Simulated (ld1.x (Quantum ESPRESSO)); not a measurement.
Before and after: TM potential for indium

```
Element                 : In (Z = 49)
Generator               : ld1.x (Quantum ESPRESSO) 7.5
Type                    : norm-conserving Troullier–Martins (Kleinman–Bylander form)
Functional              : revPBE
Relativity              : fully relativistic
Frozen core             : [Kr] 4d10
Valence charge          : 3
Reference configuration : 5s2 5p1
Partial waves           : 5p (bound): rc 2.45 bohr; 5s (bound): rc 2.10 bohr
Local potential         : the s channel
Core correction         : Bessel-smoothed model core inside 2.10 bohr
```

Open shells are filled in proportion to 2j + 1 (rel_dist='average').

Change: all radii but the core radius scaled by about 1.19 (s 2.50, p 2.92 bohr).

Cutoffs: the cutoffs (Ry, on a coarse ladder) from which the occupation-weighted sum of valence levels, in a spherical-Bessel basis at the reference potential, stays within 10 and 1 mRy of its value at 400 Ry; they do not see the model core or the augmentation charge, which bear on the density cutoff. Errors are all-electron minus pseudo energies relative to the spin-unpolarised reference configuration.

Question: Predict the effect on cutoff, ghosts and configuration errors.

Answer: The potential gets softer (18 Ry and 30 Ry → 10 Ry and 25 Ry); the errors of the 7 common tests hardly move; neither file shows a bound ghost. A larger radius leaves more room for a smooth pseudo-wave, so fewer plane waves are needed.

```csv
quantity,base,changed
"cutoff, loose",18 Ry,10 Ry
"cutoff, tight",30 Ry,25 Ry
bound ghosts,none,none
"error for 5s2 5p0, meV [ΔE 5.29 eV]",-15,-15
"error for 5s1 5p0, meV [ΔE 24.37 eV]",-216,-220
"error for 5s2 5p0.5, meV [ΔE 1.91 eV]",-2.4,-2.3
"error for 5s1 5p1, meV [ΔE 11.86 eV]",-62,-62
"error for 5s0 5p3, meV [ΔE 11.87 eV]",-93,-95
"error for 5s1 5p2, meV [ΔE 5.81 eV]",-23,-23
"error for 5s2 5p1.3, meV [ΔE -0.52 eV]",-0.3,-0.3
```
